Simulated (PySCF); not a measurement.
## Molecular orbitals of SnSe

PBE0 at R = 2.343 Å; Sn def2-SVP with ECP28, Se def2-SVP; scalar-relativistic core potentials (PySCF 2.14). State: ¹Σ⁺ (singlet), closed shell. Only the outer orbitals are listed, counted within each symmetry, core potentials removing the inner ones.

```
orbital  occ.  ε (eV)  on Sn (%)            main shells (%)
    10σ     2  -18.18         16           83 Se s, 11 Sn s
    11σ     2  -12.02         73  72 Sn s, 15 Se p, 12 Se s
    12σ     2   -7.24         49  49 Se p, 36 Sn p, 12 Sn s
     6π     2   -6.99         24           76 Se p, 22 Sn p
     6π     2   -6.99         24           76 Se p, 22 Sn p
     7π     0   -2.50         78           77 Sn p, 22 Se p
     7π     0   -2.50         78           77 Sn p, 22 Se p
    13σ     0    0.61         88           80 Sn p, 21 Se p
```

Task: Which are the highest filled and the lowest empty level, where do they sit, and how wide is the gap?

Result: Highest filled 6π at -6.99 eV (in %: 76 Se p, 22 Sn p); lowest empty 7π at -2.50 eV (in %: 77 Sn p, 22 Se p); the gap at PBE0 is 4.49 eV.

- bond order (Mayer): 2.36
- ⟨S²⟩: 0.000
- charge on Sn (Mulliken, basis-dependent): 0.31
- charge on Sn (Löwdin, basis-dependent): 0.17
- dipole moment (positive dipole means Sn(−)Se(+)): -2.92 D
- polarisability along the bond: 93.3 bohr³
- polarisability across the bond: 38.5 bohr³

Spin–orbit coupling is left out.
